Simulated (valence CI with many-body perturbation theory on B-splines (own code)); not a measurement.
# Which ion has this spectrum?

A relativistic CI+MBPT calculation for an atom or ion with 13 electrons gives these levels (eV):

```csv
J,Parity,E,g
1/2,odd,0.000,0.66
3/2,odd,3.444,1.33
1/2,even,32.154,2.65
3/2,even,33.630,1.73
5/2,even,35.316,1.58
3/2,even,43.032,0.81
5/2,even,43.547,1.21
1/2,even,51.807,1.58
1/2,even,55.611,1.10
3/2,even,56.819,1.33
3/2,even,66.940,0.80
5/2,even,67.344,1.20
3/2,odd,82.167,0.93
5/2,odd,83.060,1.20
```

The energies are calculated, with errors of perhaps 300 cm⁻¹, more in some levels.

Q: Which is it?
A. Ni15+
B. Ga18+
C. Zn17+
D. Fe13+

A: A. Ni15+, ground level 3s2.3p 2P°_1/2.
